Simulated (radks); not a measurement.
Values are calculated unless marked as measured or tabulated.
Task: The mean radii <r> (bohr) of the occupied orbitals of an atom or ion are listed with their occupations. Code: a radial shooting solver on a logarithmic mesh with Libxc functionals. Model: scalar-relativistic Kohn-Sham, XLYP, spin-unpolarised, spherical densities, finite nucleus; Fermi nuclear charge, rms radius of each element as measured or else 0.836 A^(1/3) + 0.57 fm.

orbital  occ.      <r>
1s          2  0.04549
2s          2   0.2028
2p          6   0.1772
3s          2   0.5984
3p          6   0.6173
3d         10   0.6788
4s          2    1.932
4p          3    2.571

Name the element and its charge.

Result: Z = 33, arsenic, charge 0: As in [Ar] 3d10 4s2 4p3. The 1s radius gives Z: for a bare nucleus <r> = (2 gamma + 1)/(2Z) with gamma = sqrt(1 - (Z/c)^2), 0.04456 bohr for Z = 33, and screening makes it slightly larger (0.04549 here). The occupations add up to 33, and the charge is Z minus that.
